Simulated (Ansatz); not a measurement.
Consider the ligand exchange at the Si–N bond: `F[SiH](Br)N[SiH3]` + `N[SiH2][SeH]` → `N[SiH2][Se][SiH3]` + `N[SiH](F)Br`.

Calculated with Ansatz (gas phase, PBE0-D4/def2-TZVP geometries, no zero-point term in ΔE). CCSD(T)/CBS is the MP2 limit (def2-TZVPP, def2-QZVPP) plus CCSD(T) − MP2 in def2-TZVPP, frozen cores. Functionals use def2-TZVPP. B3LYP here is the variant with VWN-RPA as its local correlation; programs differ in this. For Br, Se outer-core shells are correlated without core-valence functions, which leaves a few kJ/mol of doubt a bond. Scalar relativity is left out up to krypton. Each species was taken in one conformer, which may not be the lowest.

`F[SiH](Br)N[SiH3]`:

Z-matrix (Å, degrees):
```
Si
Br 1 2.208
N 1 1.695 2 109.4
F 1 1.591 2 105.6 3 -121.6
H 1 1.471 2 111.0 3 122.4
Si 3 1.737 1 127.8 2 147.9
H 3 1.011 1 115.8 2 -34.7
H 6 1.486 3 111.4 1 116.4
H 6 1.486 3 110.8 1 -123.0
H 6 1.483 3 106.5 1 -3.3
```

`N[SiH2][SeH]`:

Z-matrix (Å, degrees):
```
Si
Se 1 2.293
N 1 1.711 2 117.9
H 1 1.482 2 101.7 3 -119.9
H 1 1.482 2 109.2 3 121.1
H 2 1.469 1 93.5 3 -67.4
H 3 1.008 1 119.2 2 85.2
H 3 1.008 1 120.2 2 -57.6
```

`N[SiH2][Se][SiH3]`:

Z-matrix (Å, degrees):
```
Si
Se 1 2.298
N 1 1.710 2 117.4
H 1 1.481 2 103.5 3 119.9
H 1 1.483 2 107.8 3 -120.5
Si 2 2.271 1 93.9 3 74.5
H 3 1.008 1 119.2 2 -78.0
H 3 1.008 1 119.7 2 63.6
H 6 1.485 2 111.4 1 75.3
H 6 1.483 2 107.7 1 -164.4
H 6 1.488 2 110.4 1 -45.1
```

`N[SiH](F)Br`:

Cartesian coordinates in Å:
```
N -0.245 1.021 0.257
Si 0.266 -0.518 -0.201
F 0.927 -1.374 0.970
Br -1.506 -1.660 -0.852
H -1.122 1.181 0.725
H 0.403 1.782 0.371
H 1.276 -0.431 -1.268
```

```csv
level,ΔE (kcal/mol)
PBE-D4,-5.3
r2SCAN-D4,-4.0
ωB97M-V,-3.0
PBE,-4.8
r2SCAN,-3.9
B3LYP,-2.0
SCS-MP2/def2-TZVPP,-2.0
SCS-MP2/def2-QZVPP,-2.4
```

(1) What does CCSD(T)/CBS give? (Estimate.)

Largest T1 diagnostic among the species: 0.010.

Answers

(1) The calculation gave: -3.3 kcal/mol. The listed levels differ from it by -2.0, -0.7, 0.3, -1.5, -0.6, 1.3, 1.3, 0.9 kcal/mol.

The D4 term adds −0.8 kcal/mol with B3LYP and −0.4 kcal/mol with PBE0; it sums over pairs of atoms, weighted by their polarisabilities, and B3LYP, whose exchange is more repulsive, gets the larger term. In def2-TZVPP, CCSD(T) changes the Hartree–Fock value by −1.7 kcal/mol (the triples alone add −0.4 kcal/mol) and MP2 by −2.7 kcal/mol.
